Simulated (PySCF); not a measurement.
# Dipole response of Yb²⁺ (ytterbium, charge +2)

[Xe] 4f14, closed-shell 1S. Computed with PySCF 2.14 in ANO-RCC-VTZP, with scalar relativity by spin-free X2C-1e. Coupled (time-dependent) response in atomic units; α is the mean over directions. The basis has no added diffuse functions, which lowers α and C₆.

```tsv
method	mean α (bohr³)	C₆ (like pair)	S(−4)
UHF	5.631	29.19	13.75
PBE	6.516	30.47	46.01
```

S(−4) is the Cauchy moment in α(ω) = α(0) + S(−4) ω² + …

α(iu) at PBE:

```json
{"u (hartree)": "0", "α(iu) (bohr³)": "6.516"}
{"u (hartree)": "0.0500", "α(iu) (bohr³)": "6.406"}
{"u (hartree)": "0.100", "α(iu) (bohr³)": "6.129"}
{"u (hartree)": "0.200", "α(iu) (bohr³)": "5.459"}
{"u (hartree)": "0.300", "α(iu) (bohr³)": "4.926"}
{"u (hartree)": "0.500", "α(iu) (bohr³)": "4.235"}
{"u (hartree)": "0.750", "α(iu) (bohr³)": "3.632"}
{"u (hartree)": "1.00", "α(iu) (bohr³)": "3.140"}
{"u (hartree)": "1.50", "α(iu) (bohr³)": "2.381"}
{"u (hartree)": "2.00", "α(iu) (bohr³)": "1.857"}
{"u (hartree)": "3.00", "α(iu) (bohr³)": "1.220"}
{"u (hartree)": "5.00", "α(iu) (bohr³)": "0.6429"}
```

A single London oscillator, α(iu) = α/(1 + u²/ω²), gives C₆ = (3/4) ω α². Matching the computed C₆ needs ω = 4 × 30.47 / (3 × 6.516²) = 0.957 hartree.

For an ion, C₆ is the dispersion term alone; charge-induced terms of lower order in 1/R come first.

Spin-orbit coupling, which splits the p, d and f shells strongly at this Z, is absent.
